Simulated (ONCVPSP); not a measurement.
# La, ONCV: configuration errors across variants

| Item | Value |
| --- | --- |
| Element | La (Z = 57) |
| Generator | ONCVPSP 4.0.1 |
| Type | optimised norm-conserving Vanderbilt (ONCV) |
| Functional | PBE |
| Relativity | scalar-relativistic |
| Frozen core | [Kr] 4d10 |
| Valence charge | 11 |
| Reference configuration | 5s2 5p6 5d1 6s1.75 (charge +0.25) |
| Partial waves | 5s+6s: rc 2.55 bohr, ncon 4, nbas 7, qcut 4.4 1/bohr, 2 projectors; 5p: rc 1.90 bohr, ncon 5, nbas 7, qcut 3.9 1/bohr, 1 projector; 5d: rc 4.00 bohr, ncon 4, nbas 8, qcut 4.2 1/bohr, 2 projectors, debl 3.7 Ha; f scattering state at 0.06 Ha: rc 3.90 bohr, ncon 5, nbas 8, qcut 2.5 1/bohr, 1 projector |
| Local potential | polynomial inside 1.35 bohr (lpopt 2, dvloc0 0 Ha) |
| Core correction | Teter function, fcfact 4.5, rcfact 1.4 |

In the f channel the program set the typed energies aside and used -0.209 Ha.

All-electron excitation energies from the reference (eV): (1) 5s2 5p6 5d1 6s2 -1.058; (2) 5s2 5p6 5d1 6s1 4.908; (3) 5s2 5p6 5d1 6s0 15.796; (4) 5s2 5p6 5d0 6s2 5.327.

4 further variants failed, have other tests or another functional or relativity, and are left out.

Errors AE − PS in meV (a dash: test not solved or not reliable):

| change | (1) | (2) | (3) | (4) | bound ghosts | GHOST(+) flags above zero |
| --- | --- | --- | --- | --- | --- | --- |
| base | -0.1 | -6.3 | -48 | +9.6 | none | s, d, f |
| core correction Teter function, fcfact 4.5, rcfact 2.06 | -0.7 | -18 | -178 | -30 | none | s, d, f |
| all radii but the core radius scaled by about 0.80 (s 2.04, p 1.52, d 3.20, f 3.12 bohr); local potential polynomial inside 1.08 bohr (lpopt 2, dvloc0 0 Ha) | +0.2 | -1.1 | -4.9 | -2.0 | none | s, p, f |
| local potential polynomial inside 1.35 bohr (lpopt 2, dvloc0 7 Ha) | -0.2 | -6.3 | -48 | +9.4 | none | d |
| f: nbas 10 | -0.1 | -6.3 | -48 | +9.6 | none | s, d |
| f: qcut 1.4 | -0.1 | -6.3 | -48 | +9.6 | none | s, d, f |
| core correction Teter function, fcfact 3.5, rcfact 1.4 | -0.1 | -6.2 | -48 | +10 | none | s, d, f |
| f: rc 3.2 | -0.1 | -6.3 | -48 | +9.6 | none | s, d, f |

(1) Give the same row for: s: qcut 4.7; p: qcut 4.2; d: qcut 4.5; f: qcut 2.7.

Answers

(1) -0.1, -6.0, -45, +4.7; bound ghosts: none; GHOST(+) flags above zero: s, d, f.
